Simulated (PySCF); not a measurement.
## Correlation energy of Au²⁺ (gold, charge +2)

[Xe] 4f14 5d8 6p1, one real determinant (an excited configuration). Calculation: PySCF 2.14, in x2c-TZVPPall; scalar relativity by spin-free X2C-1e. Frozen: [Kr] 4d10 4f14; 17 electrons correlated.

| level | correlation energy (mhartree) |
| --- | --- |
| CCSD | -433.60 |
| (T) | -11.19 |
| CCSD(T) | -444.79 |

Diagnostics: T1 = 0.0079, D1 = 0.0343, largest double amplitude 0.040.

The real determinant used has ⟨L²⟩ near 14 against 20 for a pure G term, so it mixes terms. Spin-orbit coupling, absent here, splits the open shell strongly.

Cost of the coupled-cluster step: of the order of 30 core-seconds, for 17 correlated electrons.

The reference is one real determinant that mixes LS terms of this configuration.

This basis was not built for core-valence correlation, so the inner-shell part is incomplete.
